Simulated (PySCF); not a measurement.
# What a mistake does to a calculation on B2FHN

These are calculations, not measurements. The program is PySCF 2.14.0, an open-source quantum chemistry code, run on an isolated molecule that a program drew, which may never have been made. The molecule is B2FHN (charge 0, doublet), drawn as the SMILES string `[BH]N=BF`.

Each row is a Hartree-Fock (HF) and frozen-core CCSD(T) single point in the cc-pVDZ basis, meant for a local HF minimum. Run 1 is clean. Each other run has one planted mistake out of seven kinds, and not every kind appears here: one electron removed, one electron added, multiplicity raised by two, geometry at a saddle point, minimal basis STO-3G, one bond length entered in bohr, all coordinates scaled. The reference is restricted for singlets and unrestricted otherwise, and also for a bond in bohr. Adding or removing an electron swaps singlet and doublet. Electrons count all cores. HOMO and LUMO are orbital energies over both spins, the gradient is its largest component, and the lowest frequency (negative if imaginary) is given only where the gradient is small. Bond lengths are over the 4 bonds as drawn. T1 is the CCSD diagnostic: over 0.02 (restricted) or 0.045 (unrestricted) a single reference is doubtful.

Geometry of the clean run:
```xyz
5
B2FHN, angstrom
B    -0.9041    1.9646    1.4210
N    -0.4093    1.8610    0.2841
B     0.3038    1.6640   -0.8977
F    -0.1571    1.9971   -2.0963
H    -1.3789    2.0667    2.4860
```

| run | electrons | basis functions | <S^2> | HOMO (eV) | LUMO (eV) | gradient (hartree/bohr) | lowest frequency (cm^-1) | mean bond (Å) | longest bond (Å) | T1 | HF (hartree) | CCSD(T) (hartree) | mistake |
|---|---|---|---|---|---|---|---|---|---|---|---|---|---|
| 1 | 27 | 61 | 0.758 | -9.21 | 2.33 | 6.2e-06 | 168 | 1.2839 | 1.394 | 0.0188 | -203.89130 | -204.39967 | no fault |
| 2 | 27 | 21 | 0.780 | -6.51 | 6.58 | 5.7e-02 | - | 1.2839 | 1.394 | 0.0256 | -201.13114 | -201.32587 | minimal basis STO-3G |
| 3 | 27 | 61 | 3.769 | -6.13 | -1.26 | 1.7e-01 | - | 1.2839 | 1.394 | 0.0277 | -203.70362 | -204.17655 | multiplicity raised by two |
| 4 | 27 | 61 | 1.480 | -9.38 | 0.97 | 2.3e-02 | - | 1.5443 | 2.212 | 0.0671 | -203.75674 | -204.26644 | one bond length entered in bohr |
| 5 | 27 | 61 | 0.757 | -8.65 | 2.84 | 1.3e-01 | - | 1.1940 | 1.297 | 0.0164 | -203.85307 | -204.34888 | ? |
| 6 | 26 | 61 | 0.000 | -19.50 | -6.96 | 1.5e-01 | - | 1.2839 | 1.394 | 0.0207 | -203.59156 | -204.09902 | ? |

**Which mistake was planted in run 5, and what did it cost?**

The mean and the longest bond both change by the same factor, 0.930, and the gradient is no longer small. So the mistake is: all coordinates scaled. Subtracting run 1 and multiplying by 627.51 kcal/mol a hartree, the energy moved by 24.0 kcal/mol in HF and 31.9 kcal/mol in CCSD(T).

**Which mistake was planted in run 6, and what did it cost?**

It counts 26 electrons, one fewer than the clean run, at the same geometry and basis. So the mistake is: one electron removed. Subtracting run 1 and multiplying by 627.51 kcal/mol a hartree, the energy moved by 188.1 kcal/mol in HF and 188.7 kcal/mol in CCSD(T).

Cautions from the logs. Run 4: T1 is over the limit, so its CCSD(T) energy is less reliable; run 6: T1 is over the limit, so its CCSD(T) energy is less reliable.
